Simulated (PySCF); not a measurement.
Molecule: sum formula H₇Si₃O₂ (charge 0, doublet). It need not be the lowest isomer of its formula. 
Structure (B3LYP-D3(BJ)/def2-TZVP (Ansatz) minimum search):
```xyz
12

Si     0.0289    -0.7841     1.1705
O      1.4037    -0.3048     0.4285
Si     2.1362     0.5849    -0.7421
O     -1.2722    -0.0701     0.4971
Si    -2.1057     0.3218    -0.8595
H      0.0906    -0.3749     2.5846
H     -0.0826    -2.2491     1.0279
H      1.5840     1.9693    -0.7430
H      3.5936     0.6103    -0.4467
H     -3.1341     1.3212    -0.5035
H     -1.1803     0.8912    -1.8669
H     -2.7539    -0.8847    -1.4224
```
Charge 0, spin multiplicity 2.

Dispersion corrections to the total energy (kcal/mol) from the dftd3 and dftd4 libraries through PySCF: D3(BJ) without and D4 with the three-body term, each with the damping fitted for the functional named.

| functional | D3(BJ) | D4 |
|---|---|---|
| BP86 | -12.17 | -10.26 |
| HSE06 | ? | -5.94 |
| HF | -48.61 | -23.50 |
| revPBE | -15.80 | -19.91 |
| BLYP | -14.90 | -15.59 |
| TPSS | ? | -9.82 |
| B2GP-PLYP | -5.77 | ? |

**Question.** What belongs in the gaps?

**Answer.** 
- HSE06, D3(BJ): -5.35
- TPSS, D3(BJ): -8.84
- B2GP-PLYP, D4: -3.22
